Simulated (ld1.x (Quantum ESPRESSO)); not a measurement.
F (Z = 9): excitation energies, all-electron against PAW

fluorine, PAW, made with ld1.x (Quantum ESPRESSO) 7.5 (revPBE, scalar-relativistic). Core [He], reference 2s2 2p5. Waves: 2s (bound): rcut 0.60, rcutus 0.75 bohr; 2s channel at -1.2 Ry: rcut 0.60, rcutus 0.75 bohr; 2p (bound): rcut 1.30, rcutus 1.40 bohr; 2p channel at -0.25 Ry: rcut 1.30, rcutus 1.40 bohr; 3d channel at -0.05 Ry: rcut 1.10, rcutus 1.45 bohr; 3d channel at 0.35 Ry: rcut 1.10, rcutus 1.45 bohr. Local part: all-electron potential smoothed inside 1.10 bohr (lloc = -1). Core correction: a·sin(br)/r model core inside 0.70 bohr. Augmentation charge: PSQ, inside the norm-conserving radii.

Energies are relative to the spin-unpolarised reference configuration 2s2 2p5; without spin polarisation the order of configurations can differ from experiment.

```json
{"valence configuration": "2s2 2p4", "charge": "+1", "ΔE all-electron (eV)": "19.326", "error AE − PS (meV)": "-3.0"}
{"valence configuration": "2s2 2p3", "charge": "+2", "ΔE all-electron (eV)": "57.649", "error AE − PS (meV)": "-14"}
{"valence configuration": "2s2 2p1", "charge": "+4", "ΔE all-electron (eV)": "203.923", "error AE − PS (meV)": "-59"}
{"valence configuration": "2s2 2p5.3", "charge": "-0.3", "ΔE all-electron (eV)": "-2.649", "error AE − PS (meV)": "+0.2"}
{"valence configuration": "2s1 2p6", "charge": "0", "ΔE all-electron (eV)": "18.910", "error AE − PS (meV)": "-0.6"}
{"valence configuration": "2s1 2p5", "charge": "+1", "ΔE all-electron (eV)": "38.536", "error AE − PS (meV)": "-3.5"}
```

What are ΔE and the potential's error for 2s2 2p2?

ΔE = 118.217 eV all-electron; the error (AE − PS) is -36 meV.

Levels in the configuration 2s2 2p1:

```csv
level,all-electron (eV),pseudo (eV)
2s,-116.789,-116.848
2p,-99.167,-99.178
```

Note: ghost state, extra bound levels that the all-electron valence spectrum of the same l lacks: s at -32077.6 eV. A true bound ghost makes a file unfit for plane-wave use.
